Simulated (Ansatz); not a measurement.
`OCC#CF` + `[CH3][SbH2]` → `[CH3][SbH][CH2]O` + `C#CF`  (formal exchange of groups at a C–C bond)

Isolated molecules relaxed with PBE0-D4/def2-TZVP in Ansatz; ΔE leaves out vibrations. CCSD(T)/CBS adds triple-zeta CCSD(T) − MP2 to the extrapolated MP2 energy (def2 sets, frozen cores). This one scheme is used for every species. Functionals use def2-TZVPP. B3LYP here is the variant with VWN-RPA as its local correlation; programs differ in this. Elements past krypton have def2 core potentials. For Sb outer-core shells are correlated without core-valence functions, which leaves a few kJ/mol of doubt a bond. One conformer a species, not always the lowest.

Task: Is it downhill or uphill in electronic energy at CCSD(T)/CBS, and by how much? (An estimate is asked.)

Result: Computed: Uphill: ΔE = +3.6 kJ/mol.

Task: What do these levels give: PBE-D4, r2SCAN-D4, PBE0-D4, PBE, B3LYP, MP2/def2-TZVPP, CCSD/def2-TZVPP, CCSD(T)/def2-TZVPP, HF/def2-QZVPP, MP2/def2-QZVPP, SCS-MP2/def2-QZVPP, MP2/CBS(def2)? (Estimate.)

Result: The calculation gave: PBE-D4 12.2, r2SCAN-D4 12.6, PBE0-D4 16.8, PBE 16.2, B3LYP 18.0, MP2/def2-TZVPP 6.4, CCSD/def2-TZVPP 13.2, CCSD(T)/def2-TZVPP 10.0, HF/def2-QZVPP 28.8, MP2/def2-QZVPP 2.6, SCS-MP2/def2-QZVPP 6.0, MP2/CBS(def2) 0.1 kJ/mol.

Largest T1 diagnostic among the species: 0.013.

From PBE to PBE0 (25 % exact exchange), in def2-TZVPP and without D4, ΔE moves by +4.2 kJ/mol. The D4 term adds −6.6 kJ/mol with B3LYP and −3.5 kJ/mol with PBE0; it sums over pairs of atoms, weighted by their polarisabilities, and B3LYP, whose exchange is more repulsive, gets the larger term.
